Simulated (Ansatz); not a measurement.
Total energies of `C[B]1[CH2][AlH]1`.

```xyz
10

C    -1.488   -0.706    0.521
B    -0.110   -0.237   -0.034
C     0.651    1.014    0.050
Al    1.551   -0.543   -1.046
H    -1.379   -1.579    1.169
H    -2.160   -1.006   -0.288
H    -1.988    0.080    1.098
H     1.642    1.285   -0.376
H     0.310    1.903    0.582
H     2.971   -0.210   -1.677
```

Total charge 0; spin multiplicity 1. Geometry: relaxed with PBE0-D4/def2-TZVP. Basis def2-TZVPP, Ansatz 0.2.0.

RPA on PBE orbitals: Hartree–Fock energy of these orbitals -345.76086 Eh, correlation -0.93073 Eh (frozen core).

```tsv
functional	energy without D4 (Eh)	D4 term (kJ/mol)
LDA (SPW92)	-344.99157	–
revPBE	-347.00810	-50.6
BLYP	-347.03196	-36.2
r2SCAN	-346.99287	-3.9
B97M-V	-347.05010	–
PBE0	-346.83682	-13.8
B3LYP	-347.12150	-26.6
r2SCANh	-346.98675	-4.2
r2SCAN0	-346.97836	-4.7
HSE06 (plane-wave form)	-346.82382	-12.9
BHLYP	-347.01894	-20.6
ωB97M-V	-347.00752	–
B2PLYP	-346.86416	–
PBE-QIDH	-346.72776	–
```

Question: Give the same for PBE, CAM-B3LYP, LC-ωPBE, ωB97X-V. (An estimate is asked.)

Answer: The calculation gave: 
| functional | energy without D4 (Eh) | D4 term (kJ/mol) |
| --- | --- | --- |
| PBE | -346.79620 | -16.4 |
| CAM-B3LYP | -347.02065 | -14.1 |
| LC-ωPBE | -346.92206 | – |
| ωB97X-V | -347.01355 | – |

B3LYP takes the VWN-RPA correlation (the form of Gaussian; ORCA's B3LYP/G). HSE06 is the plane-wave form, built on full-range PBE exchange. The double hybrids freeze the cores in their second-order part.

LC-ωPBE has ω = 0.4 bohr⁻¹.
